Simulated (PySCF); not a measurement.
## Relaxation of triplet [WCl3]+

All numbers come from PySCF, UPBE0, basis W def2-SVP with ECP60, Cl def2-SVP (scalar-relativistic core potentials, no spin–orbit coupling, density fitting). A (50,194) grid was used.

A start at or just off a symmetric point, pushed along the force that breaks its symmetry, of C2v symmetry, free to break it:

Coordinates in bohr (charge 1 multiplicity 3):
```
W    -0.0563    0.0000    0.0000
Cl    4.2606    0.0000    0.0000
Cl   -1.9822    3.5851    0.0000
Cl   -1.9822   -3.5851    0.0000
```

Optimiser trace:
| step | E − E(last) (kJ/mol) | largest gradient (Eh/bohr) |
| --- | --- | --- |
| 0 | 9.75 | 0.03378 |
| 1 | 2.60 | 0.00599 |
| 2 | 1.32 | 0.00709 |
| 3 | 0.43 | 0.00778 |
| 4 | 0.04 | 0.00299 |
| 5 | 0.00 | 0.00036 |
| 6 | 0.00 | 0.00002 |

It ends at C2v with W–Cl 2.189 Å (×2), W–Cl 2.209 Å; Cl–W–Cl 114.2° (×2), Cl–W–Cl 131.5° (after a last refinement on a finer grid). No frequency check is given, so it may be a saddle point.

Open d and f shells are described by one determinant, and the ground state may have another occupation or spin. Spin–orbit coupling, left out here, can matter for elements this heavy.

The relaxation took roughly 60 core-seconds on a shared host.
